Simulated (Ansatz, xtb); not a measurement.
# C3H2F2O3: 3 structures ranked

3 gas-phase structures of C3H2F2O3, from a drawn sample of its isomers (lower ones may exist). Each was relaxed with GFN2-xTB:

A. `O=C1OCC(F)(F)O1`, a singlet
B. `O=C1O[C@@H](F)[C@@H](F)O1`, a singlet
C. `O=C1O[C@@H](F)[C@H](F)O1`, a singlet

Q: Make a reasoned guess at their ranking by r2SCAN-D4/def2-SVP single-point energy.

A: Calculated order at r2SCAN-D4/def2-SVP: A (0.0), C (6.6), B (9.9) kcal/mol.

Energies above the lowest of each column, in kcal/mol; the last columns are at PBE-D3(BJ)/def2-SVP geometries:

```tsv
structure	GFN2-xTB	HF/STO-3G	r2SCAN-D4/def2-SVP	PBE-D3(BJ)/def2-SVP	CCSD(T)/def2-SVP + ΔMP2/def2-TZVPP
A	0.0	0.0	0.0	0.0	0.0
C	4.4	7.4	6.6	5.9	4.0
B	8.9	8.7	9.9	9.5	8.1
```

Every level run on A puts it lowest or level with the lowest. Flexible structures stand in one conformer each, not always the lowest. ΔMP2 is the change of the MP2 energy from the smaller to the larger basis.

Programs: Ansatz 0.2.0, xtb 6.7.1.
